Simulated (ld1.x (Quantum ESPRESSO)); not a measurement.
# Varying the TM semilocal potential for Ho (Z = 67)

Base potential:

ld1.x (Quantum ESPRESSO) 7.5 input, shortened:

```
&input
   title='Ho', zed=67., rel=1, dft='PBE', iswitch=3,
   config='[Xe] 4f10 5d1 6s2 6p0'
 /
 &inputp
   pseudotype=1, tm=.true., lloc=0,
   nlcc=.false.
 /
4
5P  2  1   6.00   0.00  1.95  1.95  0.0
5D  3  2   1.00   0.00  3.45  3.45  0.0
4F  4  3  10.00   0.00  0.95  0.95  0.0
5S  1  0   2.00   0.00  1.50  1.50  0.0
 &test
   configts(1)='4f10 5s2 5p6 5d1 6s2 6p0'
 /
```

Occupied shells without a wave of their own: 6s. They enter only through the test configuration that unscreens the potential.

All-electron outer shells of the reference configuration (PBE, scalar-relativistic, ld1.x):

| shell | level (eV) | outermost node (bohr) | outermost maximum (bohr) |
| --- | --- | --- | --- |
| 4p | -310.39 | 0.27 | 0.51 |
| 4d | -166.33 | 0.25 | 0.52 |
| 5s | -54.41 | 0.61 | 1.13 |
| 5p | -29.13 | 0.66 | 1.28 |
| 4f | -9.36 | – | 0.52 |
| 6s | -4.34 | 1.52 | 3.26 |
| 5d | -2.20 | 0.74 | 1.91 |
| 6p | -1.33 | 1.84 | 4.46 |

Cutoffs, loose and tight: the cutoffs (Ry, on a coarse ladder) from which the occupation-weighted sum of valence levels, in a spherical-Bessel basis at the reference potential, stays within 10 and 1 mRy of its value at 400 Ry. They do not see the model core or the augmentation charge, which bear on the density cutoff. Test errors are all-electron minus pseudo excitation energies from the reference, over the configurations 4f11 5s2 5p6 5d0 6s2 6p0; 4f11 5s2 5p6 5d0 6s1 6p0; 4f11 5s2 5p6 5d0 6s0 6p0; 4f10 5s2 5p6 5d0 6s2 6p0; 4f11 5s1 5p6 5d0 6s2 6p0; 4f10 5s2 5p6 5d1 6s1 6p0; 4f12 5s2 5p6 5d0 6s0 6p0. A dash means not determined; rows that change the core or the reference have their own tests. The largest error is taken over the tests solved by every variant that gives reliable tests at all: 4f10 5s2 5p6 5d0 6s2 6p0; 4f10 5s2 5p6 5d1 6s1 6p0; 4f11 5s1 5p6 5d0 6s2 6p0; 4f11 5s2 5p6 5d0 6s0 6p0; 4f11 5s2 5p6 5d0 6s1 6p0; 4f11 5s2 5p6 5d0 6s2 6p0.

Cutoffs are not given where the Bessel-basis levels miss the radial ones by over 6 mRy, ghosts where they miss by over 20 mRy; a channel whose overlap is not positive is not tested.

In the semilocal form every listed channel keeps its own potential, so the choice of the local channel does not act on these tests. It acts once the file is put into the separable form.

A semilocal file is local in each channel, so a ghost entry of none says nothing of the separable form that plane-wave codes build from it.

On the changes marked as counting shells twice: ld1.x takes every shell without a wave as core, so the model core holds the marked electrons as well and exchange and correlation see them twice. This cancels in the reference configuration, but the file is broken for other ones, and its errors say nothing about a proper core correction.

```csv
change,outcome,"cutoff, loose","cutoff, tight",bound ghosts,largest test error (meV)
base,generated,–,–,not determined,-487
local potential the f channel,generated,–,–,not determined,-487
wave 5d (bound): rc 3.45 bohr becomes 5d (bound): rc 2.08 bohr,generated,–,–,not determined,-428
"core [Kr] 4d10 4f10, valence charge 11; reference 5s2 5p6 5d1 6s2 6p0; waves now 5s (bound): rc 1.60 bohr; 5p (bound): rc 2.15 bohr; 5d (bound): rc 1.90 bohr; local potential the d channel; core correction a·sin(br)/r model core inside 1.65 bohr (6s counted twice)","generated, misses its reference levels by 0.21 eV",55 Ry,100 Ry,none,-1998 over the solved tests; 1 of 7 tests not solved or not reliable
reference 4f11 5s2 5p6 5d0 6s2 6p0,generated,–,–,not determined,-472 over the solved tests; 1 of 7 tests not solved or not reliable
core correction a·sin(br)/r model core inside 0.58 bohr (6s counted twice),generated,–,–,not determined,-1184
```

(1) What comes out with this change to the base: wave 5s (bound): rc 1.50 bohr becomes 5s (bound): rc 1.82 bohr?

(2) What comes out with this change to the base: type ultrasoft, which also changes the form from semilocal to separable; waves now 5s (bound): rc 1.50 bohr; 6s (bound): rc 1.50 bohr; 5p (bound): rc 1.95 bohr; 6p (bound): rc 1.95 bohr; 5d (bound): rcut 3.00, rcutus 3.45 bohr; 5d channel at 0.55 Ry: rcut 3.00, rcutus 3.45 bohr; 4f (bound): rcut 0.85, rcutus 0.95 bohr; 4f channel at 0.8 Ry: rcut 0.85, rcutus 0.95 bohr; local potential all-electron potential smoothed inside 0.80 bohr (lloc = -1); augmentation PSQ, radius 0.65 bohr?

Answers

(1) outcome: generated, misses its reference levels by 0.55 eV; bound ghosts: not determined; largest test error (meV): -1560.

(2) outcome: failed: compute_q_3bess: problem with the q_i coefficients. Cause: no Bessel wave vectors were found for the pseudised augmentation function at its matching radius.
